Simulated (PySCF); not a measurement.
Compound: [closo-1-(I)B7H6]2- (charge -2).
Bonds: B1–B2, B1–B3, B1–B6, B1–B7, B2–B3, B2–B5, B2–B6, B3–B4, B3–B5, B3–B7, B3–I10, B4–B5, B4–B6, B4–B7, B5–B6, B6–B7. Hydrogens: H8 on B1; H9 on B2; H11 on B4; H12 on B5; H13 on B6; H14 on B7.
The ion is multiply charged and has no counter-ions or solvent; whether it holds all its electrons wasn't checked.

Method: PBE0-D3(BJ)/def2-SVP geometry optimisation, gas phase, def2 core potentials past Kr in PySCF; density fitting, grid level 1; the optimiser is geomeTRIC in internal coordinates, started from a GFN2-xTB structure with every atom displaced at random (about 0.03 Å).

Step 0: E = -12925.1051 eV
```
atom  x, y, z in Å  |  force x, y, z in eV/Å
B1     -0.6429   -1.2708    0.2382   -0.340   2.002  -0.074
B2     -0.8840    0.1876    1.0805   -0.666  -0.202   0.729
B3     -0.7019    0.3183   -0.6739    0.672  -0.234  -0.179
B4      1.1963    0.5566   -0.6941   -3.580  -1.608   1.675
B5      0.2374    1.2591    0.4938    0.508   1.774   0.452
B6      0.7958   -0.3943    0.8062   -0.309   0.137  -0.535
B7      0.5382   -0.9850   -0.8679    0.042   0.508  -0.391
H8     -1.3333   -2.1979    0.3497   -0.652  -1.308   0.186
H9     -1.6914    0.4233    2.0414    0.605  -0.225  -0.818
I10    -2.3213    1.1641   -2.3053    0.389  -0.246   0.379
H11     1.9756    1.0539   -1.3157    2.170   1.254  -1.548
H12     0.4220    2.4349    0.9483   -0.233  -0.818  -0.350
H13     1.5407   -0.7924    1.6110    0.992  -0.422   1.023
H14     0.8493   -1.8014   -1.6689    0.402  -0.613  -0.551
```

Step 1: E = -12925.5641 eV
```
atom  x, y, z in Å  |  force x, y, z in eV/Å
B1     -0.6701   -1.2470    0.2359   -0.579   0.658  -0.101
B2     -0.8901    0.1948    1.0849    0.037  -0.143   0.117
B3     -0.6939    0.3209   -0.6683    0.440  -0.041  -0.169
B4      1.1470    0.5571   -0.6869   -1.014  -0.169   0.003
B5      0.2294    1.2900    0.5080    0.217   0.284   0.143
B6      0.7935   -0.3900    0.8149    0.351  -0.254   0.243
B7      0.5306   -0.9869   -0.8849   -0.057  -0.002  -0.197
H8     -1.3919   -2.2170    0.3554    0.086  -0.222   0.058
H9     -1.6700    0.4175    2.0007   -0.036  -0.058  -0.083
I10    -2.2364    1.1253   -2.2385    0.067  -0.077   0.069
H11     1.9909    1.0956   -1.3621    0.302   0.084  -0.089
H12     0.3995    2.4261    0.9401   -0.088  -0.072  -0.087
H13     1.5809   -0.8050    1.6531    0.131   0.011   0.090
H14     0.8613   -1.8252   -1.7092    0.143   0.001   0.004
```

Step 2: E = -12925.6053 eV
```
atom  x, y, z in Å  |  force x, y, z in eV/Å
B1     -0.6836   -1.2320    0.2320   -0.444   0.232  -0.084
B2     -0.8889    0.1941    1.0884    0.152   0.002   0.061
B3     -0.6856    0.3226   -0.6707    0.280   0.019  -0.062
B4      1.1203    0.5554   -0.6886   -0.289   0.129  -0.220
B5      0.2303    1.2974    0.5150    0.080  -0.116   0.107
B6      0.8015   -0.3944    0.8213    0.241  -0.212   0.160
B7      0.5271   -0.9879   -0.8905   -0.120  -0.108   0.009
H8     -1.4053   -2.2118    0.3561    0.155  -0.074   0.029
H9     -1.6721    0.4117    1.9951   -0.115  -0.034   0.015
I10    -2.2039    1.1125   -2.2275   -0.059  -0.006  -0.049
H11     1.9773    1.0985   -1.3716    0.068  -0.048   0.074
H12     0.3932    2.4282    0.9387   -0.038   0.091  -0.034
H13     1.6017   -0.8110    1.6599   -0.004   0.062  -0.048
H14     0.8685   -1.8272   -1.7143    0.092   0.064   0.042
```

**Question.** Estimate the geometry and energy of step 3. (The exact step hangs on the optimiser's Hessian estimate; all steps are aligned on step 2, rigid shifts and turns removed.)

**Answer.** E = -12925.6197 eV, largest force 0.339 eV/Å
```
atom  x, y, z in Å  |  force x, y, z in eV/Å
B1     -0.6959   -1.2224    0.2296   -0.282   0.013  -0.056
B2     -0.8864    0.1927    1.0933    0.115   0.101   0.087
B3     -0.6787    0.3250   -0.6734    0.102   0.050  -0.007
B4      1.1049    0.5560   -0.6927    0.098   0.218  -0.241
B5      0.2333    1.2979    0.5213    0.016  -0.148   0.113
B6      0.8097   -0.4005    0.8252    0.055  -0.115  -0.011
B7      0.5234   -0.9891   -0.8903   -0.126  -0.142   0.094
H8     -1.4088   -2.2106    0.3593    0.148  -0.020   0.007
H9     -1.6786    0.4065    1.9970   -0.068  -0.031  -0.014
I10    -2.1993    1.1131   -2.2389   -0.027  -0.014  -0.007
H11     1.9722    1.0978   -1.3744   -0.034  -0.093   0.122
H12     0.3910    2.4330    0.9392   -0.020   0.059  -0.039
H13     1.6179   -0.8163    1.6578   -0.041   0.061  -0.072
H14     0.8760   -1.8270   -1.7098    0.064   0.061   0.024
```

The energy changes by -0.0144 eV. The first-order estimate −F·Δx gives -0.0227 eV and the mean of the old and new forces, exact on a quadratic surface, -0.0149 eV. The step makes an angle of 48° with the force vector and moves no atom by more than 0.017 Å.

What follows is the cost of the whole optimisation. Time: 83 s of wall time; peak memory 0.60 GiB. Hardware: an Intel Xeon 6975P-C with one thread, on a shared host.
